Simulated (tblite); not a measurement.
Species: C4H14Si3.
SMILES with atom numbers: `[CH3:1][SiH2:2][CH2:3]/[C:4]([SiH3:5])=[CH:6]\[SiH3:7]` (hydrogens: H8, H9, H10 on C1; H11, H12 on Si2; H13, H14 on C3; H15, H16, H17 on Si5; H18 on C6; H19, H20, H21 on Si7)

Computed with GFN2-xTB (tblite), gas phase: L-BFGS steps from a force-field or distance-geometry start until the largest atomic force falls under 0.01 eV/Å.

The end geometry, which sets the zero of energy:
```
atom  x, y, z in Å
C1     -1.8210   -1.4017    0.7139
Si2    -1.8172   -0.3739   -0.8787
C3     -0.0435    0.2228   -1.2769
C4      0.6201    0.8715   -0.1097
Si5     0.0381    2.6084    0.3648
C6      1.5658    0.2481    0.6031
Si7     2.2950   -1.4566    0.2993
H8     -1.3303   -0.8672    1.5230
H9     -1.2982   -2.3446    0.5819
H10    -2.8331   -1.6304    1.0339
H11    -2.6954    0.7940   -0.7167
H12    -2.2966   -1.1780   -2.0124
H13    -0.1073    0.9339   -2.1028
H14     0.5494   -0.6269   -1.6213
H15    -1.1301    2.5230    1.2492
H16     1.1213    3.3056    1.0620
H17    -0.3295    3.3479   -0.8466
H18     1.9819    0.7857    1.4490
H19     2.9665   -1.5132   -1.0056
H20     1.2754   -2.5120    0.3379
H21     3.2799   -1.7193    1.3523
```

Question: These geometries come from the run, each turned onto the end geometry. Order them by energy, lowest first.
A.
```
atom  x, y, z in Å
C1     -2.1555   -1.1153    0.7334
Si2    -1.7963   -0.3616   -0.9400
C3     -0.0159    0.0675   -1.1803
C4      0.6462    0.7526   -0.0814
Si5     0.0095    2.3731    0.5422
C6      1.7100    0.2621    0.5525
Si7     2.5004   -1.3337    0.1016
H8     -2.0368   -0.3160    1.5073
H9     -1.5278   -1.9782    0.9828
H10    -3.2448   -1.4306    0.7012
H11    -2.7158    0.7674   -1.1756
H12    -2.1465   -1.3690   -1.9713
H13     0.0711    0.5783   -2.1675
H14     0.5264   -0.9045   -1.3392
H15    -0.4881    2.1858    1.9114
H16     1.1470    3.3121    0.6608
H17    -0.9654    2.9677   -0.3636
H18     2.1514    0.8392    1.3827
H19     3.4222   -1.1625   -1.0326
H20     1.5642   -2.4228   -0.0902
H21     3.3358   -1.6946    1.2654
```
B.
```
atom  x, y, z in Å
C1     -1.9764   -1.1074    0.7494
Si2    -1.7850   -0.3903   -0.9933
C3      0.0180    0.1704   -1.3011
C4      0.6181    0.7695   -0.0760
Si5    -0.0150    2.4617    0.4921
C6      1.5552    0.1342    0.6366
Si7     2.4223   -1.4794    0.2196
H8     -1.7525   -0.3557    1.5015
H9     -1.3115   -1.9485    0.9214
H10    -2.9926   -1.4498    0.9212
H11    -2.6842    0.7637   -1.1169
H12    -2.1326   -1.3756   -2.0243
H13     0.0113    0.9012   -2.1125
H14     0.6145   -0.6800   -1.6408
H15    -0.6958    2.3021    1.7809
H16     1.1207    3.3746    0.6488
H17    -0.9450    3.0156   -0.4932
H18     1.8890    0.6254    1.5445
H19     3.1164   -1.3456   -1.0669
H20     1.4976   -2.6151    0.1483
H21     3.4187   -1.7539    1.2602
```
C.
```
atom  x, y, z in Å
C1     -1.8755   -1.1796    0.7350
Si2    -1.7653   -0.4218   -0.9979
C3      0.0065    0.2347   -1.3089
C4      0.6218    0.8266   -0.0862
Si5     0.0093    2.5243    0.4867
C6      1.5559    0.1793    0.6205
Si7     2.3055   -1.5031    0.2518
H8     -1.6363   -0.4402    1.4945
H9     -1.1795   -2.0046    0.8553
H10    -2.8739   -1.5540    0.9393
H11    -2.7326    0.6808   -1.1047
H12    -2.0729   -1.4214   -2.0311
H13    -0.0459    0.9901   -2.0949
H14     0.6266   -0.5826   -1.6824
H15    -0.7370    2.3699    1.7410
H16     1.1561    3.4095    0.7125
H17    -0.8687    3.1076   -0.5303
H18     1.9385    0.6758    1.5072
H19     2.9558   -1.5212   -1.0649
H20     1.2939   -2.5679    0.2752
H21     3.3088   -1.7850    1.2819
```
D.
```
atom  x, y, z in Å
C1     -2.1706   -1.1123    0.7432
Si2    -1.8160   -0.3671   -0.9487
C3      0.0014    0.0517   -1.2024
C4      0.6512    0.7611   -0.0760
Si5     0.0095    2.3889    0.5477
C6      1.7106    0.2691    0.5585
Si7     2.5177   -1.3426    0.1076
H8     -2.0392   -0.3291    1.5011
H9     -1.5322   -1.9728    0.9829
H10    -3.2257   -1.4272    0.7067
H11    -2.7137    0.7677   -1.1749
H12    -2.1452   -1.3679   -1.9708
H13     0.0724    0.5792   -2.1571
H14     0.5209   -0.8957   -1.3403
H15    -0.4905    2.1863    1.9101
H16     1.1448    3.3108    0.6597
H17    -0.9677    2.9676   -0.3642
H18     2.1469    0.8350    1.3763
H19     3.4198   -1.1636   -1.0328
H20     1.5620   -2.4270   -0.0914
H21     3.3349   -1.6950    1.2644
```
E.
```
atom  x, y, z in Å
C1     -1.8312   -1.3498    0.7149
Si2    -1.8159   -0.3596   -0.9010
C3     -0.0332    0.2187   -1.2909
C4      0.6234    0.8572   -0.1140
Si5     0.0363    2.5867    0.3844
C6      1.5630    0.2271    0.6008
Si7     2.2980   -1.4751    0.2949
H8     -1.5393   -0.7256    1.5553
H9     -1.1393   -2.1861    0.6769
H10    -2.8200   -1.7464    0.9241
H11    -2.6959    0.8107   -0.7652
H12    -2.2886   -1.1867   -2.0219
H13    -0.0781    0.9296   -2.1186
H14     0.5536   -0.6386   -1.6285
H15    -0.9567    2.4831    1.4603
H16     1.1777    3.3689    0.8660
H17    -0.5714    3.2582   -0.7681
H18     1.9694    0.7574    1.4562
H19     3.0433   -1.5103   -0.9696
H20     1.2779   -2.5299    0.2473
H21     3.2184   -1.7724    1.3963
```

Answer: E (0.005 eV), C (0.013 eV), B (0.028 eV), D (0.247 eV), A (0.421 eV).

In the order of the answer:

| step | E above end (eV) | largest force (eV/Å) | rms force component (eV/Å) | rms distance from end (Å) | rms bond change (Å) | bond most changed (Å) |
| --- | --- | --- | --- | --- | --- | --- |
| 142 | 0.005 | 0.03 | 0.008 | 0.134 | 0.000 | Si2–C3 +0.001 |
| 86 | 0.013 | 0.02 | 0.006 | 0.304 | 0.001 | Si2–C3 +0.002 |
| 49 | 0.028 | 0.07 | 0.024 | 0.364 | 0.001 | Si5–H17 -0.002 |
| 1 | 0.247 | 0.73 | 0.219 | 0.491 | 0.014 | C4–Si5 -0.035 |
| 0 | 0.421 | 2.25 | 0.544 | 0.492 | 0.029 | Si2–C3 -0.066 |

What follows is the cost of the whole relaxation. The run took 2.6 s wall on an Arm Neoverse N1 with one thread (shared host).
